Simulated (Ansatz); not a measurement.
Level of theory: Ansatz (a program for electronic structure) with frozen-core CCSD(T)/def2-TZVPP // BP86-D3(BJ)/def2-SVP.

Ansatz 0.2 input:
```yaml
crystal:
  periodic: [false, false, false]
  atoms:
    - { symbol: Cd, position_ang: [0.026082, -0.014496, 0.113537] }
    - { symbol: N, position_ang: [1.663447, 1.169463, 0.020097] }
    - { symbol: H, position_ang: [2.471806, 0.667459, -0.378362] }
    - { symbol: H, position_ang: [1.963415, 1.46551, 0.961159] }
    - { symbol: N, position_ang: [-1.64, -1.141791, -0.097396] }
    - { symbol: H, position_ang: [-2.490018, -0.558438, -0.135796] }
    - { symbol: H, position_ang: [-1.773954, -1.765692, 0.712501] }
basis:
  gaussian: { orbitals: def2-TZVPP }
correlation:
  method: ccsd_t
```

Output:

```
Functional definition: HF
1095 factors; integrals over basis functions are off by at most 7.5e-4 eV
mean field evaluation 1: about -7562.8332 eV, gradient 4.9e1 eV
mean field evaluation 2: about -7563.1255 eV, gradient 4.9e1 eV
mean field evaluation 4: about -7567.8912 eV, gradient 3.0e0 eV
mean field evaluation 8: about -7567.9340 eV, gradient 3.3e-1 eV
mean field evaluation 16: about -7567.9344 eV, gradient 2.4e-6 eV
mean field -7567.93439669 eV, -278.1164593483 hartree, gradient 2.3e-6 eV, S^2 0.000000; 0 other end points of the search recorded, 0 dependent functions left out
2 core orbitals not correlated
reference -7567.93439669 eV, -278.1164593483 hartree; 17, 17 occupied and 155, 155 virtual orbitals, 1095 factors
second order -31.90385549 eV of doubles, -0.00000000 eV of singles
cycle   1  -30.46273395 eV  change     1.4e0 eV  update   1.2e-1
cycle   2  -31.15385755 eV  change   -6.9e-1 eV  update   3.8e-2
cycle   3  -31.32392412 eV  change   -1.7e-1 eV  update   2.2e-2
cycle   4  -31.28579977 eV  change    3.8e-2 eV  update   8.0e-3
cycle   5  -31.27720495 eV  change    8.6e-3 eV  update   3.7e-3
cycle   6  -31.28111406 eV  change   -3.9e-3 eV  update   1.3e-3
cycle   7  -31.28098083 eV  change    1.3e-4 eV  update   5.2e-4
cycle   8  -31.28043492 eV  change    5.5e-4 eV  update   1.9e-4
cycle   9  -31.28053155 eV  change   -9.7e-5 eV  update   9.5e-5
cycle  10  -31.28062221 eV  change   -9.1e-5 eV  update   3.2e-5
cycle  11  -31.28056777 eV  change    5.4e-5 eV  update   1.2e-5
cycle  12  -31.28059380 eV  change   -2.6e-5 eV  update   4.7e-6
perturbative correction -1.07365521 eV, -0.0394561013 hartree
Total energy: -7600.28864571 eV, -279.3054560690 hartree
```

Cost: around 4 core-minutes (rough).
